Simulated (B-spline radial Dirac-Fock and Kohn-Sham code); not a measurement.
## L1 emission of Sr²⁺

System: the Sr²⁺ ion in the configuration [Ar] 3d10 4s2 4p6.

The computed values come from a radial atomic solver: independent-particle radiative and Coulomb Auger rates from relativistic LDA hole-state orbitals, with Dirac-Fock energies.

```
 line  multipole  energy (eV)  rate (s⁻¹)  share (%)
L1-L2         E1        213.9    8.08e+10      0.215
L1-L3         E1        281.2    3.81e+11       1.01
L1-M2         E1       1939.5    1.17e+13       31.2
L1-M3         E1       1950.1    2.07e+13       54.9
L1-M4         E2       2087.8    8.42e+10      0.224
L1-M5         E2       2089.6    1.25e+11      0.333
L1-N2         E1       2203.0    1.64e+12       4.35
L1-N3         E1       2204.2    2.92e+12       7.76
```

The listed lines hold 100.0 % of the radiative rate. The radiative width is 0.0248 eV in the length form and 0.0247 eV in the velocity form; the two differ because the transition energies are not eigenvalue differences of the potential that gave the orbitals.
